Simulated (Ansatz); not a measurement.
Computed with Ansatz on PBE0-D4/def2-TZVP structures; ΔE is electronic, products minus reactants. CBS: MP2 limit from def2 TZ/QZ plus the TZ coupled-cluster correction, frozen cores. This one scheme is used for every species. Functionals use def2-TZVPP. Each species was taken in one conformer, which may not be the lowest.

Reaction (hydrogenolysis of a C–Si bond): `C[SiH2]C(O)F` + H₂ → `OCF` + `C[SiH3]`

`C[SiH2]C(O)F`:

```xyz
12

C     0.951    1.261    0.747
Si   -0.332   -0.081    0.894
C    -0.469   -1.013   -0.772
O    -0.755   -0.105   -1.770
F     0.761   -1.631   -1.038
H     0.674    1.963   -0.042
H     1.052    1.813    1.684
H     1.922    0.829    0.495
H    -1.679    0.464    1.212
H     0.029   -1.089    1.926
H    -1.197   -1.835   -0.750
H    -0.957   -0.574   -2.586
```

H₂:

Cartesian coordinates in Å:
```
H 0.341 -0.126 -0.084
H -0.341 0.126 0.084
```

`OCF`:

```xyz
6

O    -0.095   -0.994   -0.416
C     0.194    0.285   -0.022
F     0.329    0.365    1.350
H    -0.992   -1.214   -0.147
H    -0.588    1.003   -0.296
H     1.153    0.555   -0.468
```

`C[SiH3]`:

```xyz
8

C    -0.160    0.640    0.735
Si    0.143   -0.573   -0.657
H     0.743    1.215    0.950
H    -0.455    0.118    1.647
H    -0.955    1.341    0.472
H     0.548    0.141   -1.898
H    -1.089   -1.354   -0.951
H     1.224   -1.529   -0.296
```

| level | ΔE (kJ/mol) |
| --- | --- |
| r2SCAN-D4 | -41.3 |
| PBE0-D4 | -46.4 |
| PBE | -46.1 |
| r2SCAN | -43.3 |
| PBE0 | -52.5 |
| MP2/def2-TZVPP | -45.5 |
| CCSD(T)/def2-TZVPP | -48.7 |
| SCS-MP2/def2-QZVPP | -48.9 |

(1) What does CCSD(T)/CBS give? (Best estimate.)

Largest T1 diagnostic among the species: 0.012.

Results:

(1) Ansatz gave: -44.6 kJ/mol. The listed levels differ from it by 3.3, -1.8, -1.5, 1.3, -7.9, -0.9, -4.1, -4.3 kJ/mol.

The D4 term adds +11.0 kJ/mol with B3LYP and +6.1 kJ/mol with PBE0; it sums over pairs of atoms, weighted by their polarisabilities, and B3LYP, whose exchange is more repulsive, gets the larger term. From PBE to PBE0 (25 % exact exchange), in def2-TZVPP and without D4, ΔE moves by −6.4 kJ/mol.

B3LYP here is the variant with VWN-RPA as its local correlation; programs differ in this.
